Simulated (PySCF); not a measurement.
C2H2BF3, SMILES F/C=C\B(F)F.

Geometry: PBE-D3(BJ)/def2-SVP. The structure was generated by enumeration; whether it is a known compound was not checked. Other conformers were not sampled.

All values below come from TDA-PBE/def2-SVPD (PySCF).

Vertical excitations. Isolated molecule, no solvent. State labels are in the subgroup Cs.

Computed UV-visible absorptions:
```json
[
 {"state": "S1", "symmetry": "A\"", "energy (eV)": "6.44", "λ (nm)": "192", "f": "0.000", "main pairs": "HOMO−1→LUMO 99 %"},
 {"state": "S2", "symmetry": "A'", "energy (eV)": "6.55", "λ (nm)": "189", "f": "0.404", "main pairs": "HOMO→LUMO 85 %"},
 {"state": "S3", "symmetry": "A\"", "energy (eV)": "7.11", "λ (nm)": "174", "f": "0.031", "main pairs": "HOMO→LUMO+1 100 %"},
 {"state": "S4", "symmetry": "A\"", "energy (eV)": "7.12", "λ (nm)": "174", "f": "0.000", "main pairs": "HOMO−2→LUMO 95 %"},
 {"state": "S5", "symmetry": "A\"", "energy (eV)": "7.26", "λ (nm)": "171", "f": "0.001", "main pairs": "HOMO−3→LUMO 94 %"},
 {"state": "S6", "symmetry": "A\"", "energy (eV)": "7.66", "λ (nm)": "162", "f": "0.000", "main pairs": "HOMO→LUMO+2 100 %"},
 {"state": "S7", "symmetry": "A'", "energy (eV)": "8.22", "λ (nm)": "151", "f": "0.023", "main pairs": "HOMO−4→LUMO 94 %"},
 {"state": "S8", "symmetry": "A\"", "energy (eV)": "8.47", "λ (nm)": "146", "f": "0.003", "main pairs": "HOMO→LUMO+4 94 %"},
 {"state": "S9", "symmetry": "A\"", "energy (eV)": "8.68", "λ (nm)": "143", "f": "0.000", "main pairs": "HOMO−5→LUMO 93 %"},
 {"state": "S10", "symmetry": "A'", "energy (eV)": "8.77", "λ (nm)": "141", "f": "0.009", "main pairs": "HOMO−1→LUMO+1 99 %"},
 {"state": "T1", "symmetry": "A'", "energy (eV)": "3.85", "λ (nm)": "322", "f": "0", "main pairs": "HOMO→LUMO 98 %"},
 {"state": "T2", "symmetry": "A\"", "energy (eV)": "5.93", "λ (nm)": "209", "f": "0", "main pairs": "HOMO−1→LUMO 99 %"},
 {"state": "T3", "symmetry": "A\"", "energy (eV)": "6.91", "λ (nm)": "179", "f": "0", "main pairs": "HOMO−2→LUMO 87 %"},
 {"state": "T4", "symmetry": "A\"", "energy (eV)": "6.97", "λ (nm)": "178", "f": "0", "main pairs": "HOMO→LUMO+1 95 %"}
]
```
Triplets are in the Tamm–Dancoff approximation.
